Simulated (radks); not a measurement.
Neutral technetium inside a hard spherical wall (all orbitals vanish at R), configuration held at [Kr] 4d5 5s2 and not refilled when levels cross. Calculated with a radial shooting solver on a logarithmic mesh with Libxc functionals: scalar-relativistic Kohn-Sham, PBE, spin-unpolarised, spherical densities, finite nucleus; Fermi nuclear charge, rms radius 4.4112 fm. Eigenvalues in eV, with the zero of energy where the potential of the charges vanishes at infinity; a dash marks a level that is unbound or too diffuse for the functional's potential to be trusted. A positive occupied level is held by the wall or, in an anion where self-interaction has pushed it up, behind a barrier. The pressure on the wall is -dE/dV.

R (bohr)	E (hartree)	kinetic (hartree)	e(4s)	e(4p)	e(4d)	e(5s)	e(5p, empty)	e(6s, empty)	pressure (GPa)
free	-4285.52774	4425.002	-73.377	-45.343	-6.662	-5.043	-1.399	-	0
20	-4285.52774	4425.002	-73.377	-45.343	-6.662	-5.043	-1.399	-	< 0.0001
6	-4285.47780	4425.300	-72.038	-44.016	-5.437	-3.683	1.159	12.913	3.76
5	-4285.36471	4425.829	-70.297	-42.316	-3.877	-1.577	4.303	23.923	18.5
3.5	-4284.37163	4429.683	-62.206	-34.568	3.810	11.747	21.927	74.382	318
3	-4283.05899	4434.453	-55.636	-28.248	10.833	26.287	39.762	118.75	1030
2	-4269.50476	4479.666	-18.218	11.014	58.202	139.56	165.27	387.38	20600
1.5	-4231.94332	4586.834	55.454	92.093	152.35	374.54	407.94	858.22	149000
